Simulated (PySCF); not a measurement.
Assignment exercise: C₆H₁₀O₂

Bonds (- single, = double, # triple, : aromatic): C1-C2, C2-C3, C2-C4, C4-O5, O5-C6, C6=C7, C7=O8. C1 carries H9, H10, H11; C2 carries H12; C3 carries H13, H14, H15; C4 carries H16, H17; C6 carries H18.

PySCF 2.14 calculation with NMR shieldings at PBE0/pcSseg-1/GIAO and geometry: GFN2-xTB; isolated molecule, non-relativistic Hamiltonian, a single conformation, rapidly exchanging positions averaged.

δ = σ(ref) − σ, references computed at the same level: $^{13}$C (σ = 186.93 ppm), $^{1}$H (σ = 31.72 ppm) vs TMS.

Question: Assign these signals to the numbered atoms. $^{13}$C{$^{1}$H} NMR (computed): δ 259.1, 86.2, 80.1, 33.9, 21.1.

Answer: 
259.1 → C7, central carbon of a ketene
86.2 → C6, terminal carbon of a ketene
80.1 → C4, sp3 CH2 bonded to O: the inductive effect lowers its shielding
33.9 → C2, sp3 CH: aliphatic region, no heteroatom directly attached
21.1 → C1/C3, methyl carbon: saturated and bonded to C and H only

Question: Assign these signals to the numbered atoms. $^{1}$H NMR (300 MHz, computed): δ 6.95 (s, 1H), 2.88 (d, 2H), 1.96 (m, 1H), 0.99 (d, 6H).

Answer: 
6.95 → H18, hydrogen on a terminal carbon of a ketene
2.88 → H16/H17, hydrogen on an sp3 CH2 bonded to O: its carbon carries O, an electronegative neighbour
1.96 → H12, hydrogen on an sp3 CH
0.99 → H9/H10/H11/H13/H14/H15, hydrogen on a methyl carbon: far from electronegative atoms and π systems

Shifts are as computed. Against solution values, carbons near 30 ppm lie about +3 ppm off and those near 130 ppm about +5 ppm. Of 1211 compounds with measured shifts, 218 miss one by over three times the rms of a fit or turn the order of signals round; such compounds aren't used in these exercises. No couplings were computed; multiplicities are counted from neighbouring protons, with m where these are inequivalent, close in shift, in a saturated or five-membered ring or joined by F or P, and br s for small geminal =CH2 splittings.
